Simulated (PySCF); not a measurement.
Sn(I)(SH) (HISSn), SMILES [SH][Sn][I] (connectivity only; charge and spin as stated), neutral, multiplicity 1.

Geometry: B3LYP-D3(BJ)/def2-SVP. The def2 effective core potentials stand for the cores of I, Sn; spin–orbit coupling is left out. The values are those of a single conformer.

Computed with PBE0/def2-TZVPD (PySCF).

Symmetry labels are those of the subgroup Cs that the program uses (full group Cs).

Computed valence orbital energies around the gap with their symmetry:
```tsv
orbital	symmetry	energy (eV)
HOMO−7	A'	-18.90
HOMO−6	A'	-13.14
HOMO−5	A'	-11.18
HOMO−4	A'	-8.86
HOMO−3	A"	-8.06
HOMO−2	A'	-7.78
HOMO−1	A"	-7.47
HOMO	A'	-7.14
LUMO	A"	-3.01
LUMO+1	A'	-1.43
LUMO+2	A'	-0.82
LUMO+3	A'	-0.16
```
